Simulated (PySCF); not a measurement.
These 2 structures share the formula C8H9N. Level of theory: PBE0-D3(BJ)/def2-SVP geometry optimisation, gas phase (PySCF 2.14.0). Energies are electronic, without zero-point or thermal terms, for one conformer each. No frequencies were run at this level. Point groups hold within 0.08 Å.

Task: Order them by energy at this level, lowest first, and give relative energies in kJ/mol.
A. `[H]/[N:1]=[CH:2]\[C:3]1=[CH:4][CH:5]=[CH:6][C:7]12[CH2:8][CH2:9]2` with N1–C2–C3–C4 1°
B. `[CH2:1]=[C:2]1[CH2:3][C@H:4]([CH2:5][C:6]#[N:7])[C:8]1=[CH2:9]` with C3–C4–C5–C6 -172°

Result: A (0.0), B (39.8).

As drawn, the lower has a three-membered ring, a C=N bond and an N–H bond, which the higher lacks; the higher has a four-membered ring and a C≡N group, which the lower lacks.

```json
{"SMILES": "[H]/N=C\\C1=CC=CC12CC2", "E (Eh)": "-364.26456", "E rel (kJ/mol)": "0.0", "dipole (D)": "3.11", "point group": "–", "A, B, C (MHz)": "2452, 1636, 1062"}
{"SMILES": "C=C1C[C@H](CC#N)C1=C", "E (Eh)": "-364.24939", "E rel (kJ/mol)": "39.8", "dipole (D)": "3.81", "point group": "C1", "A, B, C (MHz)": "3610, 1051, 854.8"}
```

Task: How do the relative energies change in single points at CAM-B3LYP/def2-SVPD (no added dispersion term) on the same geometries?

Result: 
```json
{"SMILES": "[H]/N=C\\C1=CC=CC12CC2", "PBE0-D3(BJ)/def2-SVP (kJ/mol)": "0.0", "CAM-B3LYP/def2-SVPD (kJ/mol)": "0.0", "shift": "0.0"}
{"SMILES": "C=C1C[C@H](CC#N)C1=C", "PBE0-D3(BJ)/def2-SVP (kJ/mol)": "39.8", "CAM-B3LYP/def2-SVPD (kJ/mol)": "23.1", "shift": "-16.7"}
```

Each column counts from its own lowest isomer. The order is unchanged; the largest shift is 16.7 kJ/mol.
